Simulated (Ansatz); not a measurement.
`[SiH3][O][GaH][Br]` + H–F → `[F][GaH][Br]` + silanol at 700 K and 1 bar (ligand exchange at a Ga–O bond).

Calculated with Ansatz (gas phase, PBE0-D4/def2-TZVP geometries, no zero-point term in ΔE). CCSD(T)/CBS is the MP2 limit (def2-TZVPP, def2-QZVPP) plus CCSD(T) − MP2 in def2-TZVPP, frozen cores. This one scheme is used for every species. For Br, Ga outer-core shells are correlated without core-valence functions, which leaves a few kJ/mol of doubt a bond. Scalar relativity is left out up to krypton. One conformer a species, not always the lowest.

```csv
species,CCSD(T)/CBS energy (Eh),H − E (kJ/mol),S (J/(mol·K))
`[SiH3][O][GaH][Br]`,-4864.03713,169.6,484.8
H–F,-100.39570,45.2,198.5
`[F][GaH][Br]`,-4597.74300,67.4,364.6
`O[SiH3]`,-366.69042,144.6,321.6
```

H − E and S are ideal-gas, rigid-rotor, harmonic terms from PBE0-D4/def2-TZVP, for one conformer and one mirror image of each species. 1 Eh = 2625.50 kJ/mol, R = 8.31446 J/(mol·K).

By hand: ΔE, ΔH, ΔS and ΔG.

ΔE = (-4597.74300) + (-366.69042) − (-4864.03713) − (-100.39570) = -0.00059 Eh = -1.5 kJ/mol. Δ(H − E) = 67.4 + 144.6 − 169.6 − 45.2 = -2.8, so ΔH = -4.3 kJ/mol. ΔS = 364.6 + 321.6 − 484.8 − 198.5 = 2.9 J/(mol·K). ΔG = -4.3 − 700 × (2.9)/1000 = -6.3 kJ/mol.

By hand: the equilibrium constant, and the temperature at which ΔG would vanish if ΔH and ΔS stayed fixed.

log₁₀ K = −ΔG/(RT ln 10) = 0.5. ΔH and −TΔS have one sign here, so there is no such temperature.

TΔS isn't small against ΔH here. A doubt of 5 kJ/mol in ΔE shifts log₁₀ K by 0.4 here. Other conformers and mirror images would add mixing entropy, several J/(mol·K) or more a flexible species. Modes under 60 cm⁻¹, often nearly free rotors, make the harmonic entropy too high. These are equilibria of isolated gas molecules and say nothing of rates. Largest T1 diagnostic: 0.012 (customary marks: 0.02 for closed shells, 0.045 for open ones).

ΔS is within the doubt of such terms, so its sign, and with it that verdict, could turn.
